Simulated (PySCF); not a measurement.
Computed shifts of a molecule C2H8GeO, HF/pcSseg-1 (PySCF), GIAO, gas phase, atoms alike by connectivity averaged where their shifts nearly agree, in ppm (number of nuclei): ¹³C: 54.6 (1), -1.0 (1). ¹H: 4.99 (2), 3.85 (3), 0.97 (3). References: ⁷³Ge against GeH4 (σ = 1776.1 ppm); ¹³C against TMS (σ = 192.6 ppm); ¹⁷O against H2O (σ = 333.0 ppm); ¹H against TMS (σ = 31.99 ppm), references at their B3LYP-D3(BJ)/def2-TZVP geometries, non-relativistic. Geometry: PBE-D3(BJ)/def2-SVP. The values are those of a single conformer.

Q: Which molecule gave these data?
(A) [CH3][GeH]([CH3])[OH]
(B) CC[O][GeH3]
(C) C[CH2][GeH2][OH]
(D) C[O][GeH2][CH3]

A: D, C[O][GeH2][CH3]
